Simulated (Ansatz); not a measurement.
**Ligand exchange: C4H10 + C2H9BN2 → C3H9N + C3H10BN**

Species: C4H10 (isobutane) `CC(C)C`, singlet; C2H9BN2 `CN(C)BN`, singlet; C3H9N (isopropylamine) `CC(C)N`, singlet; C3H10BN `CBN(C)C`, singlet. The partners trade CH3 for NH2: C–CH3 and B–NH2 bonds give way to C–NH2 and B–CH3.

Shapes, held fixed at every level: PBE0-D4/def2-TZVP. Flexible molecules stand in one conformer, not always the lowest. Programs: Ansatz 0.2.0. The zero-point and thermal change to 298 K, harmonic and unscaled (PBE0-D4/def2-TZVP), is -1.6 kJ/mol.

Estimate ΔH(298 K) of this reaction.

The highest level, CCSD(T)/CBS estimate, gives ΔH(298 K) = +108.6 kJ/mol; the levels span +106.2 to +116.8. The column of differences is taken from that level and isn't an error. No measured value is set beside it here. The CBS estimate extrapolates MP2 from def2-TZVPP and def2-QZVPP and adds CCSD(T) − MP2 in the triple-zeta set, cores frozen. Times are processor times on shared x86 and Arm servers, and rough.

```tsv
level	kind	ΔH(298 K) (kJ/mol)	less CCSD(T)/CBS estimate	CPU time (sum over the molecules)
HF/def2-SVP	Hartree–Fock	+116.8	+8.2	–
PBE-D4/def2-TZVPP	GGA	+106.2	-2.4	37 s
B3LYP-D4/def2-TZVPP	global hybrid	+111.1	+2.5	62 s
BHLYP-D4/def2-TZVPP	global hybrid	+114.1	+5.5	39 s
wB97X-V/def2-TZVPP	range-separated hybrid	+108.8	+0.2	1.7 min
CCSD(T)/def2-SVP	coupled cluster or CI	+112.3	+3.7	85 s
CCSD/def2-TZVPP	coupled cluster or CI	+109.3	+0.7	–
CCSD(T)/CBS estimate	coupled cluster or CI	+108.6	0.0	28 min
```
